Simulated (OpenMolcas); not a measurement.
**Yb⁴⁺: effect of the active space**

```json
{
 "Program": "OpenMolcas",
 "Method": "SS-CASPT2 or its RAS form, IPEA 0.25 Eh, imaginary shift 0.1 Eh",
 "Basis": "ANO-RCC-VTZP",
 "Scalar Hamiltonian": "DKH2, point nucleus",
 "Spin-orbit coupling": "RASSI with atomic mean-field integrals over the reference wave functions, term energies averaged over their components"
}
```

A. 12 electrons in 7 orbitals (4f); 2S+1 = 3 even, 21 roots; 2S+1 = 1 even, 28 roots (27 in the spin-orbit step); closed shells correlated: 5s 5p; CASPT2 step about 40 core-seconds
B. 12 electrons in 14 orbitals (RAS2 4f; RAS3 5f, at most 2 electrons); 2S+1 = 3 even, 18 roots; 2S+1 = 1 even, 14 roots kept (CI in the orbitals of an earlier block); closed shells correlated: 5s 5p; CASPT2 step about 110 core-minutes

Energies in eV above 4f12 3H6, the measured ground level; measured values from the list in Tchang-Brillet, Wyart, Meftah and Ait Mammar, Atoms 6, 52 (2018).

| Level | A | B | Measured |
| --- | --- | --- | --- |
| 4f12 3H6 | 0.0000 | 0.0000 | 0.0000 |
| 4f12 3F4 [61 %] | 0.802 | 0.766 | 0.7578 |
| 4f12 3H5 | 1.196 | 1.160 | 1.1878 |
| 4f12 3H4 [58 %] | 1.823 | 1.794 | 1.7860 |
| 4f12 3F3 | 2.095 | 2.069 | 2.0299 |
| 4f12 3F2 | 2.215 | 2.222 | 2.0925 |
| 4f12 1G4 [56 %] | 3.061 | 3.052 | 2.9995 |

Deviations, from unrounded energies. A percentage is the sum of absolute deviations over the sum of measured energies, with the sign that they share, or ± where signs differ.

| Against measurement | Levels | A | B |
| --- | --- | --- | --- |
| mean absolute deviation (cm-1) | 6 | 460 | 360 |
| fine structure of the ground term (%) | 2 | +1.5 | ±1.2 |
| other terms of the ground configuration (%) | 4 | +3.7 | +2.9 |

B lies closest to measurement on these levels. The largest miss of B in the table is 4f12 3F2, by +1000 cm-1. The ranking rests on the paired levels alone, and a cruder setting can come out closer through cancelling errors.

The spin-orbit steps hold different terms of 4f12 (B lacks 1I, 3P), which shifts levels as well.

Between A and B the level of the table that moves most is 4f12 3F4 [61 %], by 300 cm-1 (lowest in B, highest in A). Moves below CASPT2's spread within the term are not significant.

CASPT2 does not keep the components of a term degenerate, so their means are used; among the terms shown or strongly mixed into the levels shown the widest spread is 360 cm-1 (4f12 1G, A). Some high roots are left out of the spin-orbit mixing, which shifts the levels that they would mix with (holds for A). Terms from blocks run as CI alone lack orbitals of their own (holds for B). Active for correlation alone: 5f; no level in the range computed is led by a configuration that fills it, so any true level of that kind is missing (holds for B). Measured partners are found by configuration, term and J. A level has none where our copy of the source lacks it or the pairing is in doubt (some pairs that miss far off the trend of their configuration count as doubtful), and it then counts in no deviation. Only configurations of the active space appear. Levels that lie high or do not pair safely by name in every column are left out.

A share in square brackets marks a mixed level and gives the weight of the term that names it, the lowest over the columns.
